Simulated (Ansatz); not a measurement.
Cartesian coordinates in Å:
```
C 0.183 1.477 0.381
Ga 0.099 -0.406 0.902
Cl 1.922 -1.489 1.378
Cl -1.657 -1.177 1.922
Se -0.363 -1.809 -1.356
H 0.371 2.084 1.268
H 0.995 1.643 -0.329
H -0.761 1.795 -0.061
H 0.644 -1.156 -2.204
H -1.433 -0.962 -1.903
```

Charge 0, multiplicity 1.

Q: List the r2SCAN/def2-TZVPP orbital energies in eV (Ansatz 0.2.0). (Best estimate.)

A: Computed: Occupied: -12336.03, -10122.68, -2752.55, -2752.55, -1576.68, -1413.92, -1413.90, -1413.85, -1244.79, -1101.22, -1101.16, -1101.12, -272.99, -253.93, -253.92, -212.80, -192.45, -192.45, -192.34, -192.34, -192.33, -192.32, -156.26, -156.17, -155.99, -148.46, -101.35, -101.21, -101.10, -56.63, -56.61, -56.47, -56.40, -56.38, -21.35, -21.35, -20.96, -20.88, -20.82, -20.37, -19.87, -19.65, -17.91, -12.20, -11.54, -10.44, -10.43, -10.38, -8.79, -8.60, -8.31, -7.58, -7.47, -7.34, -7.11. Lowest empty: -1.70, -0.97, -0.75, 0.01, 1.32, 1.37, 2.73, 2.99.
